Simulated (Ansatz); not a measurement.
`O[AsH][GeH3]` + `[SiH3]Cl` → `O[AsH][SiH3]` + `[Cl][GeH3]`  (redistribution)

Computed with Ansatz on PBE0-D4/def2-TZVP structures; ΔE is electronic, products minus reactants. CCSD(T)/CBS is the MP2 limit (def2-TZVPP, def2-QZVPP) plus CCSD(T) − MP2 in def2-TZVPP, frozen cores. This one scheme is used for every species. Functionals use def2-TZVPP. B3LYP here is the variant with VWN-RPA as its local correlation; programs differ in this. For As, Ge outer-core shells are correlated without core-valence functions, which leaves a few kJ/mol of doubt a bond. Scalar relativity is left out up to krypton. One conformer a species, not always the lowest.

Question: Is it downhill or uphill in electronic energy at CCSD(T)/CBS, and by how much? (An estimate is asked.)

Answer: The calculation gave: Uphill: ΔE = +33.7 kJ/mol.

Question: What do these levels give: revPBE-D4, B3LYP-D4, r2SCAN0-D4, LC-ωPBE, CCSD/def2-TZVPP, MP2/CBS(def2)? (Estimate.)

Answer: Computed: revPBE-D4 28.7, B3LYP-D4 32.2, r2SCAN0-D4 32.3, LC-ωPBE 30.0, CCSD/def2-TZVPP 31.9, MP2/CBS(def2) 36.9 kJ/mol.

Largest T1 diagnostic among the species: 0.012.

At CCSD(T), def2-SVP lies −6.3 kJ/mol from the extrapolated value and def2-TZVPP −1.9 kJ/mol. In def2-TZVPP, CCSD(T) changes the Hartree–Fock value by +3.5 kJ/mol (the triples alone add −0.1 kJ/mol) and MP2 by +6.6 kJ/mol. Leaving LDA and LC-ωPBE aside and taking each functional with its dispersion term where it has one, the values, not all of them listed here, spread over 6.2 kJ/mol, from B97M-V to B2PLYP.
